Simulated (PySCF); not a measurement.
**Correlation energy of Pd (palladium, neutral)**

[Kr] 4d9 5s1, high-spin 3D determinant (an excited configuration). Calculation: PySCF 2.14, in x2c-TZVPPall with one added diffuse shell each of s, p, d, f type (9s7p7d3f1g, 95 functions); scalar relativity by spin-free X2C-1e. Frozen: [Kr]; 10 electrons correlated.

MP2 pair energies summed by pair of shells (mhartree):

```csv
pair,energy,share (%)
4d-4d,-286.83,88.9
4d-5s,-35.80,11.1
```

Total MP2 correlation energy: -322.62 mhartree.

Same-spin part -118.45 and opposite-spin part -204.18 mhartree; SCS-MP2 scales them by 1/3 and 6/5 to -284.49 mhartree.
